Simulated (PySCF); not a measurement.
## Vanadium: a sound run and one with changed settings

Sound run: V⁺ [Ar] 3d4, V²⁺ [Ar] 3d3. Computed with PySCF 2.14 in def2-SVP (5s3p2d1f, 31 functions), with the non-relativistic Hamiltonian (point nucleus). In the sound run the correlated levels freeze [Ar]. The sound run starts from symmetry-adapted Hartree-Fock orbitals and uses a fine grid where one is needed.

Changed run: initial guess minao, at most 50 SCF cycles.

```csv
species,method,sound run (hartree),changed run (hartree),converged
V⁺,UHF,-942.53004,-942.54340,yes
V⁺,B3LYP,-943.54161,-943.54217,yes
V⁺,BP86,-943.63468,-943.63989,yes
V²⁺,UHF,-942.04960,-942.04960,yes
V²⁺,B3LYP,-942.99639,-942.99639,yes
V²⁺,BP86,-943.07920,-943.07920,yes
V²⁺,MP2,-942.05964,-942.05964,yes
```

Ionisation energy of V⁺:

```csv
method,sound run (eV),changed run (eV)
B3LYP,14.836,14.852
```

The plain start fixes occupations by D2h representation alone, and V⁺ at UHF, V⁺ at BP86 landed in another state (other ⟨L²⟩ or ⟨S²⟩). 

For comparison, NIST gives 14.634 ± 0.007 eV between the lowest levels.
